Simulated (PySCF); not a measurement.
## Polarisability and C₆ of Ni³⁺ (nickel, charge +3)

[Ar] 3d7, high-spin 4F determinant. Computed with PySCF 2.14 in aug-cc-pVTZ with one added diffuse shell each of s, p, d, f, g type (9s8p6d4f3g, 118 functions), with the non-relativistic Hamiltonian (point nucleus). Coupled (time-dependent) response in atomic units; α is the mean over directions.

```
 method  mean α (bohr³)  C₆ (like pair)   S(−4)
r2SCANh           1.664           3.967  0.8824
```

S(−4) is the Cauchy moment in α(ω) = α(0) + S(−4) ω² + …

α(iu) at r2SCANh:

| u (hartree) | α(iu) (bohr³) |
| --- | --- |
| 0 | 1.664 |
| 0.0500 | 1.661 |
| 0.100 | 1.655 |
| 0.200 | 1.630 |
| 0.300 | 1.591 |
| 0.500 | 1.486 |
| 0.750 | 1.338 |
| 1.00 | 1.196 |
| 1.50 | 0.9615 |
| 2.00 | 0.7847 |
| 3.00 | 0.5465 |
| 5.00 | 0.3044 |

For an ion, C₆ is the dispersion term alone; charge-induced terms of lower order in 1/R come first.
